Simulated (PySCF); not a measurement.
Rubidium: a sound run and one with changed settings

Sound run: Rb⁺ [Kr], Rb²⁺ [Ar] 3d10 4s2 4p5. All numbers are calculated (PySCF 2.14, scalar relativity by spin-free X2C-1e, in Sapporo-DKH3-DZP-2012 (7s6p2d, 35 functions)). In the sound run the correlated levels freeze [Ar] 3d10 4s2. The sound run starts from symmetry-adapted Hartree-Fock orbitals and uses a fine grid where one is needed.

Changed run: no relativity, point nucleus. This setting is unsound on purpose.

```json
{"species": "Rb⁺", "method": "UHF", "sound run (hartree)": "-2978.83217", "changed run (hartree)": "-2909.29534", "converged": "yes"}
{"species": "Rb⁺", "method": "TPSS", "sound run (hartree)": "-2980.58699", "changed run (hartree)": "-2911.06259", "converged": "yes"}
{"species": "Rb⁺", "method": "MN15", "sound run (hartree)": "-2982.64727", "changed run (hartree)": "-2913.14811", "converged": "yes"}
{"species": "Rb⁺", "method": "MP2", "sound run (hartree)": "-2978.94120", "changed run (hartree)": "-2909.40525", "converged": "yes"}
{"species": "Rb⁺", "method": "CCSD(T)", "sound run (hartree)": "-2978.95075", "changed run (hartree)": "-2909.41492", "converged": "yes"}
{"species": "Rb²⁺", "method": "UHF", "sound run (hartree)": "-2977.86010", "changed run (hartree)": "-2908.32311", "converged": "yes"}
{"species": "Rb²⁺", "method": "TPSS", "sound run (hartree)": "-2979.57822", "changed run (hartree)": "-2910.05299", "converged": "yes"}
{"species": "Rb²⁺", "method": "MN15", "sound run (hartree)": "-2981.64222", "changed run (hartree)": "-2912.14098", "converged": "yes"}
{"species": "Rb²⁺", "method": "MP2", "sound run (hartree)": "-2977.93290", "changed run (hartree)": "-2908.39671", "converged": "yes"}
{"species": "Rb²⁺", "method": "CCSD(T)", "sound run (hartree)": "-2977.94353", "changed run (hartree)": "-2908.40753", "converged": "yes"}
```

Ionisation energy of Rb⁺:

```tsv
method	sound run (eV)	changed run (eV)
UHF	26.451	26.456
TPSS	27.450	27.473
MN15	27.349	27.405
MP2	27.437	27.444
SCS-MP2	27.382	27.388
CCSD	27.405	27.409
CCSD(T)	27.408	27.412
```

Most of the change in total energy is the relativistic energy itself. On top of that the contraction fixes the core shape for the Hamiltonian it was made with, so the changed run is not a good calculation with the other Hamiltonian either.

For comparison, NIST gives 27.290 eV between the lowest levels.
